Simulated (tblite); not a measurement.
Species: C5H10FPSi.
Z-matrix (Å and degrees, GFN2-xTB geometry), rows numbered from 1:
```
C 
C   1  1.3200
C   2  1.4898  1  124.40
C   3  1.5470  2  113.79  1  -122.86
Si  4  1.9141  3   91.43  2  -134.98
P   5  2.2345  4  114.63  3   117.80
C   3  1.5461  2  114.68  1   123.14
F   7  1.3849  3  112.57  2    20.86
H   1  1.0783  2  121.78  3    -0.35
H   1  1.0766  2  121.97  3   179.56
H   2  1.0818  1  120.64  3   179.97
H   3  1.0923  2  110.06  1     1.16
H   4  1.0899  3  111.09  2   -19.46
H   4  1.0865  3  113.25  2   101.79
H   5  1.4716  4  114.28  3   -97.66
H   6  1.3866  5   94.56  4  -147.32
H   6  1.3869  5   94.59  4   119.53
H   7  1.0918  3  113.94  2   -99.20
```

Calculated harmonic vibrations of the isolated species, GFN2-xTB (tblite), most abundant isotopes, no scaling. Errors from tens to a few hundred cm⁻¹ against measured bands are possible. Modes of hydrogen on phosphorus and silicon can be 10 to 20 % off. One conformer, not necessarily the lowest.

Harmonic wavenumbers (cm⁻¹): 26.2, 54.3, 63.9, 71.8, 137.1, 211.5, 272.9, 307.3, 362.0, 400.1, 494.0, 540.8, 571.3, 617.3, 651.6, 686.6, 694.3, 715.1, 744.9, 803.2, 847.3, 896.2, 965.2, 1008.6, 1024.9, 1051.5, 1074.3, 1131.3, 1133.2, 1175.1, 1195.5, 1248.5, 1268.4, 1291.1, 1306.1, 1419.0, 1461.8, 1712.6, 2176.9, 2284.8, 2362.2, 2942.5, 2962.5, 2989.2, 3020.7, 3067.7, 3094.9, 3124.6.

A = 2859, B = 794.8, C = 732.5 MHz; mass 148.027 u (most abundant isotopes); point group C1, symmetry number 1.

What is the zero-point energy?

Half the sum of the wavenumbers: 28831 cm⁻¹ = 82.43 kcal/mol.

Entropy at 400 K, 1 bar (ideal gas, RRHO, classical rotation)?

Translation 42.37, rotation 30.52, vibration 44.93: S = 117.8 cal/(mol K).

And Cp and H(400 K) − H(0)?

Cp = 49.83 cal/(mol K), of which vibrations give 41.88 (their classical limit is 48 R = 95.4); H(400 K) − H(0) = 11.90 kcal/mol without the zero-point energy, 8.72 from vibrations.

What must be added to the electronic energy to get the Gibbs energy at 400 K and 1 bar?

ZPE + [H(400 K) − H(0)] − T·S = 82.43 + 11.90 − 47.13 = 47.20 kcal/mol.

Blend soft modes into free rotors: weight 1/[1 + (100 cm⁻¹/ν̃)⁴] for the oscillator and the rest for a rotor with moment μB/(μ + B), μ = h/(8π²ν), B = 10⁻⁴⁴ kg m². What vibrational entropy results?

39.16 cal/(mol K) in place of 44.93, which changes −T·S at 400 K by +2.31 kcal/mol.

Hindered rotation and anharmonicity are outside this model. Other conformers, if any are populated, would add a mixing term that is left out. The structure is chiral; the term R ln 2 for an equal mix with its mirror image is left out.
